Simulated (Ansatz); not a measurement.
Program: Ansatz. Geometries: PBE0-D4/def2-TZVP. ΔE: electronic, gas phase. CCSD(T)/CBS is the MP2 limit (def2-TZVPP, def2-QZVPP) plus CCSD(T) − MP2 in def2-TZVPP, frozen cores. DFT in def2-TZVPP. B3LYP here is the variant with VWN-RPA as its local correlation; programs differ in this. For Ti outer-core shells are correlated without core-valence functions, which leaves a few kJ/mol of doubt a bond. Scalar relativity is left out up to krypton. Each species was taken in one conformer, which may not be the lowest.

Consider the substitution at a C–N bond: `C=CN([SiH3])[SiH2]Cl` + `[OH][Ti]([Cl])([Cl])[Cl]` → `C=C[O][Ti]([Cl])([Cl])[Cl]` + `[SiH3]N[SiH2]Cl`.

```
             level  ΔE (kcal/mol)
            PBE-D4           -3.3
          B3LYP-D4           -4.1
            B2PLYP           -5.7
               PBE           -4.8
              PBE0           -3.9
SCS-MP2/def2-TZVPP           -3.5
CCSD(T)/def2-TZVPP           -3.6
    MP2/def2-QZVPP           -2.3
```

(1) What does CCSD(T)/CBS give? (Estimate.)

Largest T1 diagnostic among the species: 0.024, so the coupled-cluster value is less sure than usual.

Results:

(1) The calculation gave: -3.1 kcal/mol. The listed levels differ from it by -0.2, -1.0, -2.6, -1.7, -0.8, -0.4, -0.5, 0.8 kcal/mol.

From PBE to PBE0 (25 % exact exchange), in def2-TZVPP and without D4, ΔE moves by +0.9 kcal/mol. In def2-TZVPP, CCSD(T) changes the Hartree–Fock value by +3.4 kcal/mol (the triples alone add −0.2 kcal/mol) and MP2 by +4.3 kcal/mol. The D4 term adds +2.5 kcal/mol with B3LYP and +1.2 kcal/mol with PBE0; it sums over pairs of atoms, weighted by their polarisabilities, and B3LYP, whose exchange is more repulsive, gets the larger term.
